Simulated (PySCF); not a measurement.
Mapped SMILES: `[CH3:1][Si:2]([Cl:3])([Cl:4])[c:5]1[cH:6][cH:7][cH:8][cH:9][cH:10]1`; H(Xn) means a hydrogen on atom n.

PySCF 2.14.0 with density-fitted response routines calculation with σ from GIAO-KT3/pcSseg-1 and PBE0-D3(BJ)/def2-SVP geometry; no relativistic terms, fast rotation and ring inversion assumed for equivalent nuclei, gas phase, a single conformation.

Referencing at the same level of theory: ¹³C (σ = 182.31 ppm), ¹H (σ = 31.32 ppm), ²⁹Si (σ = 365.51 ppm) vs TMS; ³⁵Cl (σ = 934.56 ppm) against HCl.

| atoms | nucleus | count | δ (ppm) |
| --- | --- | --- | --- |
| C5 | ¹³C | 1 | 126.1 |
| C7/C9 | ¹³C | 2 | 121.7 |
| Cl3/Cl4 | ³⁵Cl | 2 | ? |
| C8 | ¹³C | 1 | 124.7 |
| H(C6)/H(C10) | ¹H | 2 | 7.49 |
| H(C7)/H(C9) | ¹H | 2 | ? |
| H(C1) | ¹H | 3 | ? |
| C6/C10 | ¹³C | 2 | 126.9 |
| H(C8) | ¹H | 1 | 7.22 |
| C1 | ¹³C | 1 | 9.2 |
| Si2 | ²⁹Si | 1 | 33.9 |

Task: Estimate the values marked ?.

Result: 
- H(C7)/H(C9): 7.21 ppm, hydrogen on an aromatic CH; ring-current deshielding
- H(C1): 0.77 ppm, hydrogen on a methyl carbon bonded to Si; an electropositive neighbour shields it, as in TMS itself
- Cl3/Cl4: 63 ppm, chlorine bonded to Si

Shifts are as computed, not scaled to solution data. Of 1211 compounds with measured shifts, 218 miss one by over three times the rms of a fit or turn the order of signals round; such compounds aren't used in these exercises.
